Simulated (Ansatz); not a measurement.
C2H5BO3 at its PBE0-D4/def2-TZVP geometry, where that method's forces vanish. Total charge 0; spin multiplicity 1. The bonds changed during the relaxation, so this is another structure than the one it started from.

```
atom   x (Å)   y (Å)   z (Å)
  B1   0.081   0.015   1.272
  C2   0.018   1.268   0.217
  O3  -0.067   0.620  -1.121
  C4  -0.063  -0.649  -0.954
  O5   0.006  -1.166   0.175
  O6  -0.134  -1.363  -2.047
  H7   1.133  -0.121   1.845
  H8  -0.891  -0.113   1.974
  H9  -0.864   1.905   0.274
 H10   0.905   1.900   0.163
 H11  -0.122  -2.296  -1.797
```

Question: For each bond, give half the difference of the two atoms' forces along it (eV/Å; positive pushes the atoms apart) under PBE-D4, r2SCAN-D4, B3LYP-D4, ωB97M-V in def2-TZVPP. (Best estimate.)

Answer: Ansatz gave: 
| bond | length (Å) | PBE-D4 | r2SCAN-D4 | B3LYP-D4 | ωB97M-V |
| --- | --- | --- | --- | --- | --- |
| B1–C2 | 1.639 | -0.08 | 0.01 | 0.15 | 0.13 |
| B1–O5 | 1.613 | -0.05 | 0.07 | 0.16 | 0.16 |
| B1–H7 | 1.206 | 0.04 | -0.06 | -0.15 | -0.14 |
| B1–H8 | 1.206 | 0.04 | -0.06 | -0.15 | -0.14 |
| C2–O3 | 1.490 | 0.22 | 0.32 | 0.31 | 0.22 |
| C2–H9 | 1.090 | 0.11 | -0.06 | -0.14 | -0.13 |
| C2–H10 | 1.090 | 0.11 | -0.06 | -0.14 | -0.13 |
| O3–C4 | 1.280 | 0.49 | 0.20 | 0.10 | 0.03 |
| C4–O5 | 1.243 | 0.59 | 0.21 | 0.15 | 0.06 |
| C4–O6 | 1.308 | 0.32 | 0.17 | 0.13 | 0.12 |
| O6–H11 | 0.966 | 0.30 | -0.02 | -0.06 | -0.10 |

B3LYP here is the variant with VWN-RPA as its local correlation; programs differ in this.
